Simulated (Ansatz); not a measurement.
Cost and result for the atomization energy of C2H4AlN, SMILES `N=[C]1[CH2][AlH]1` (8 atoms, 8 bonds).

The species carries charge 0 and has multiplicity 1. Geometry: relaxed with PBE0-D4/def2-TZVP. It is one conformer, not always the lowest. Program: Ansatz. All runs use 2 threads of an Arm Neoverse V1 on a shared host. Times are those of one run each, without the atoms' runs, and a repeat can differ threefold. Electronic energies, without spin–orbit coupling; frozen cores. CCSD(T)/CBS adds CCSD(T) − MP2 in def2-TZVPP to the MP2 limit, and its time is that of the two runs behind it. T1 = 0.015.

CCSD(T)/CBS is a level of theory with its own doubt, some kJ/mol a heavy atom from the limit and from the frozen cores, so smaller differences don't rank the functionals.

| level | functions | wall time |
| --- | --- | --- |
| revPBE-D4/def2-TZVPP | 191 | 1.9 s |
| CCSD(T)/def2-SVP | 80 | 2 s |
| PBE-D4/def2-TZVPP (with forces) | 191 | 2.5 s |
| BHLYP-D4/def2-TZVPP | 191 | 2.7 s |
| r2SCAN-D4/def2-TZVPP (with forces) | 191 | 4.9 s |
| r2SCANh-D4/def2-TZVPP | 191 | 4.9 s |
| B2PLYP/def2-TZVPP | 191 | 5 s |
| PBE-QIDH/def2-TZVPP | 191 | 5.5 s |
| ωB97X-V/def2-TZVPP | 191 | 8 s |
| B97M-V/def2-TZVPP | 191 | 10 s |
| MP2/def2-QZVPP | 361 | 17 s |
| CCSD(T)/def2-TZVPP | 191 | 40 s |
| CCSD(T)/CBS(def2) | – | 57 s |

Task: What atomization energy does each give, and how far from CCSD(T)/CBS? (Estimate.)

Result: The calculation gave: 
```json
{"level": "revPBE-D4/def2-TZVPP", "atomization (kcal/mol)": "678.1", "difference from CCSD(T)/CBS": "8.4", "per bond": "1.0"}
{"level": "CCSD(T)/def2-SVP", "atomization (kcal/mol)": "629.3", "difference from CCSD(T)/CBS": "-40.4", "per bond": "-5.1"}
{"level": "PBE-D4/def2-TZVPP (with forces)", "atomization (kcal/mol)": "697.3", "difference from CCSD(T)/CBS": "27.6", "per bond": "3.5"}
{"level": "BHLYP-D4/def2-TZVPP", "atomization (kcal/mol)": "644.8", "difference from CCSD(T)/CBS": "-24.9", "per bond": "-3.1"}
{"level": "r2SCAN-D4/def2-TZVPP (with forces)", "atomization (kcal/mol)": "675.5", "difference from CCSD(T)/CBS": "5.8", "per bond": "0.7"}
{"level": "r2SCANh-D4/def2-TZVPP", "atomization (kcal/mol)": "668.8", "difference from CCSD(T)/CBS": "-0.9", "per bond": "-0.1"}
{"level": "B2PLYP/def2-TZVPP", "atomization (kcal/mol)": "665.1", "difference from CCSD(T)/CBS": "-4.6", "per bond": "-0.6"}
{"level": "PBE-QIDH/def2-TZVPP", "atomization (kcal/mol)": "666.0", "difference from CCSD(T)/CBS": "-3.7", "per bond": "-0.5"}
{"level": "ωB97X-V/def2-TZVPP", "atomization (kcal/mol)": "673.7", "difference from CCSD(T)/CBS": "4.0", "per bond": "0.5"}
{"level": "B97M-V/def2-TZVPP", "atomization (kcal/mol)": "679.8", "difference from CCSD(T)/CBS": "10.1", "per bond": "1.3"}
{"level": "MP2/def2-QZVPP", "atomization (kcal/mol)": "675.5", "difference from CCSD(T)/CBS": "5.8", "per bond": "0.7"}
{"level": "CCSD(T)/def2-TZVPP", "atomization (kcal/mol)": "648.7", "difference from CCSD(T)/CBS": "-21.0", "per bond": "-2.6"}
{"level": "CCSD(T)/CBS(def2)", "atomization (kcal/mol)": "669.7", "difference from CCSD(T)/CBS": "0.0", "per bond": "0.0"}
```

From BLYP to BHLYP (50 % exact exchange), in def2-TZVPP and without D4, the atomization energy moves by −30.4 kcal/mol: exact exchange takes away binding that semilocal exchange gives to molecules. Leaving LDA and LC-ωPBE aside and taking each functional with its dispersion term where it has one, the values spread over 52.5 kcal/mol, from BHLYP-D4 to PBE-D4. LDA lies +90.5 kcal/mol from PBE without D4, its usual overbinding. At CCSD(T), def2-SVP lies −40.4 kcal/mol from the extrapolated value and def2-TZVPP −21.0 kcal/mol: correlation converges slowly with the basis, and small sets miss more of it in the bonded molecule than in its fragments.
